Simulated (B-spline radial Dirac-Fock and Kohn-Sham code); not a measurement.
Auger parameter of lead: the M5 level and its strongest M5-NN line

The computed values come from a radial atomic solver: relaxed Dirac-Fock hole states (ΔSCF) with Breit and QED corrections and a finite nucleus. The modified Auger parameter α′ is the binding energy plus the kinetic energy of the Auger electron; it does not depend on the energy zero. For free ions it tends to fall with charge, since less charge screens the final holes.

```tsv
species	configuration	binding 3d5/2 (eV)	Auger line	kinetic (eV)	α′ (eV)
Pb	[Xe] 4f14 5d10 6s2 6p2	2491.7	N5N5 J=4	1617.8	4109.5
Pb⁺	[Xe] 4f14 5d10 6s2 6p1	2500.3	N5N5 J=4	1607.8	4108.0
Pb⁺ (Watson 1.6 Å)	[Xe] 4f14 5d10 6s2 6p1	2492.1	N5N5 J=4	1616.4	4108.5
Pb²⁺	[Xe] 4f14 5d10 6s2	2510.0	N5N5 J=4	1596.8	4106.9
Pb²⁺	[Xe] 4f14 5d10 6s1 6p1	2511.7	N5N5 J=4	1595.2	4106.9
Pb²⁺ (Watson 1.6 Å)	[Xe] 4f14 5d10 6s2	2492.5	N5N5 J=4	1614.6	4107.1
Pb²⁺ (Watson 2.4 Å)	[Xe] 4f14 5d10 6s2	2498.1	N5N5 J=4	1608.8	4106.9
Pb³⁺	[Xe] 4f14 5d10 6s1	2522.4	N5N5 J=4	1583.5	4105.9
Pb³⁺ (Watson 1.8 Å)	[Xe] 4f14 5d10 6s1	2498.5	N5N5 J=4	1607.5	4106.0
Pb⁴⁺	[Xe] 4f14 5d10	2535.5	N5N5 J=4	1569.6	4105.1
```
